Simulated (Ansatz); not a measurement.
The same molecule with X = C, Si, Ge. Ansatz, PBE0-D4/def2-TZVP geometries, multiplicity 1.

Scalar relativity is left out up to krypton.

| X | molecule | mean X–B bond length / Å | mean X–Cl bond length / Å | mean X–H bond length / Å | ideal-gas entropy at 298 K and 1 bar (rigid rotor, harmonic PBE0-D4/def2-TZVP) / J/(mol·K) | HOMO–LUMO gap (B3LYP/def2-TZVPP) / eV | HOMO energy (B3LYP/def2-TZVPP) / eV |
| --- | --- | --- | --- | --- | --- | --- | --- |
| C | `BCCl` | 1.549 | 1.783 | 1.096 | 280 | 5.91 | -7.94 |
| Si | `B[SiH2]Cl` | 2.003 | 2.064 | 1.488 | 304 | 5.13 | -8.10 |

Question: Give the row for X = Ge, `[BH2][GeH2][Cl]`. (An estimate is asked.)

Answer: The calculation gave: 
```json
{"X": "Ge", "molecule": "`[BH2][GeH2][Cl]`", "mean X–B bond length / Å": "2.053", "mean X–Cl bond length / Å": "2.168", "mean X–H bond length / Å": "1.539", "ideal-gas entropy at 298 K and 1 bar (rigid rotor, harmonic PBE0-D4/def2-TZVP) / J/(mol·K)": "317", "HOMO–LUMO gap (B3LYP/def2-TZVPP) / eV": "4.94", "HOMO energy (B3LYP/def2-TZVPP) / eV": "-7.98"}
```

From C to Ge the mean X–B bond length rises at each step, by 0.504 Å in all; the mean X–Cl bond length rises at each step, by 0.385 Å in all; the mean X–H bond length rises at each step, by 0.443 Å in all; the ideal-gas entropy at 298 K and 1 bar (rigid rotor, harmonic PBE0-D4/def2-TZVP) rises at each step, by 37 J/(mol·K) in all; the HOMO–LUMO gap (B3LYP/def2-TZVPP) falls at each step, by 0.97 eV in all; the HOMO energy (B3LYP/def2-TZVPP) isn't monotonic: highest at C, lowest at Si. Bonds lengthen as the atom grows down the group.

B3LYP here is the variant with VWN-RPA as its local correlation; programs differ in this.
